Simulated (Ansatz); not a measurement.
Reactions of CH6O3Si (`O[SiH2]C(O)O`).

Program: Ansatz. Geometries: PBE0-D4/def2-TZVP. ΔE: electronic, gas phase. CCSD(T)/CBS adds triple-zeta CCSD(T) − MP2 to the extrapolated MP2 energy (def2 sets, frozen cores). This one scheme is used for every species. Each species was taken in one conformer, which may not be the lowest.

Task: Order these by ΔE at CCSD(T)/CBS, lowest first. (An estimate is asked.)
A. `O[SiH2]C(O)O` + `CB([SiH3])S` → `OC(O)[SiH2][SiH3]` + `CB(O)S`
B. `O[SiH2]C(O)O` + H₂ → `OC(O)[SiH3]` + H₂O
C. `O[SiH2]C(O)O` → `OC(O)O[SiH3]`
D. `O[SiH2]C(O)O` → `OCO[SiH2]O`
E. `O[SiH2]C(O)O` + `C#C` → `C#C[SiH2]O` + `OCO`

Result: D (-131.8 kJ/mol), E (-63.0 kJ/mol), A (-38.3 kJ/mol), C (+8.8 kJ/mol), B (+73.8 kJ/mol).

Largest T1 diagnostic: 0.014, for `CB([SiH3])S`.
